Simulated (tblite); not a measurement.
C5H11OSi (doublet state).
Cartesian coordinates in Å at the GFN2-xTB level; atoms count from 1:
```xyz
18
C5H11OSi angstrom
C     -1.625   -1.307   -0.350
C     -0.447   -0.368   -0.576
O      0.300   -0.620   -1.605
C     -0.809    1.163   -0.325
C     -0.069    1.246    1.003
C      0.470   -0.140    0.716
Si     2.159   -0.212   -0.176
H     -1.258   -2.328   -0.272
H     -2.168   -1.047    0.556
H     -2.300   -1.256   -1.202
H     -1.885    1.300   -0.276
H     -0.370    1.765   -1.115
H     -0.727    1.303    1.870
H      0.677    2.034    1.070
H      0.257   -0.885    1.480
H      3.108    0.008    0.942
H      2.348    0.915   -1.074
H      2.331   -1.565   -0.678
```

Level: GFN2-xTB in tblite, geometry and Hessian alike; calculated harmonic values, unscaled, isolated species. The method is semi-empirical: single wavenumbers can be off by several per cent or more. Modes of hydrogen on silicon can be 10 to 20 % off. One conformer, not necessarily the lowest. Open shells enter through the occupations alone, without spin polarisation, and single modes of such species can be off by tens of per cent.

Harmonic wavenumbers (cm⁻¹): 85.4, 119.2, 183.5, 213.4, 274.0, 296.0, 364.9, 398.2, 461.4, 529.3, 544.4, 603.8, 666.4, 676.9, 699.8, 775.0, 815.4, 832.4, 867.2, 931.6, 950.4, 987.6, 1032.1, 1052.0, 1058.7, 1098.9, 1137.0, 1168.7, 1201.5, 1230.9, 1239.9, 1341.2, 1385.8, 1421.6, 1472.7, 1483.0, 1491.2, 2117.0, 2330.7, 2351.7, 2970.2, 2989.1, 3009.6, 3012.7, 3018.9, 3028.7, 3031.2, 3039.3.

A = 3141, B = 2032, C = 1583 MHz; mass 115.058 u (most abundant isotopes); point group C1, symmetry number 1; spin multiplicity 2.

Task: Zero-point energy?

Result: Half the sum of the wavenumbers: 30995 cm⁻¹ = 370.79 kJ/mol.

Task: Entropy at 400 K, 1 bar (ideal gas, RRHO, classical rotation)?

Result: Translation 174.15, rotation 120.21, vibration 129.59, spin (R ln 2) 5.76: S = 429.7 J/(mol K).

Task: And Cp and H(400 K) − H(0)?

Result: Cp = 192.51 J/(mol K), of which vibrations give 159.25 (their classical limit is 48 R = 399.1); H(400 K) − H(0) = 43.07 kJ/mol without the zero-point energy, 29.77 from vibrations.

Task: Blend soft modes into free rotors: weight 1/[1 + (100 cm⁻¹/ν̃)⁴] for the oscillator and the rest for a rotor with moment μB/(μ + B), μ = h/(8π²ν), B = 10⁻⁴⁴ kg m². What vibrational entropy results?

Result: 125.68 J/(mol K) in place of 129.59, which changes −T·S at 400 K by +1.57 kJ/mol.

Task: How do the functions run with temperature in this model?

Result: 
```csv
T (K),S (J/(mol K)),Cp (J/(mol K)),H − H(0) (kJ/mol),G − H(0) (kJ/mol),ln q(vib)
150,301.7,84.5,8.24,-37.02,1.51
250,355.0,128.5,18.85,-69.90,3.41
298.15,379.5,150.2,25.56,-87.59,4.41
600,520.5,255.3,88.27,-224.02,11.19
900,636.2,314.2,174.45,-398.10,17.86
```

q(vib) and H(0) count from the zero-point level.

Task: What must be added to the electronic energy to get the Gibbs energy at 400 K and 1 bar?

Result: ZPE + [H(400 K) − H(0)] − T·S = 370.79 + 43.07 − 171.88 = 241.98 kJ/mol.

Hindered rotation and anharmonicity are outside this model. Other conformers, if any are populated, would add a mixing term that is left out. The structure is chiral; the term R ln 2 for an equal mix with its mirror image is left out.

Hardware: one thread of an Arm Neoverse V2 (shared host). Cost: 0.52 s wall. The figure is for the frequency step alone.
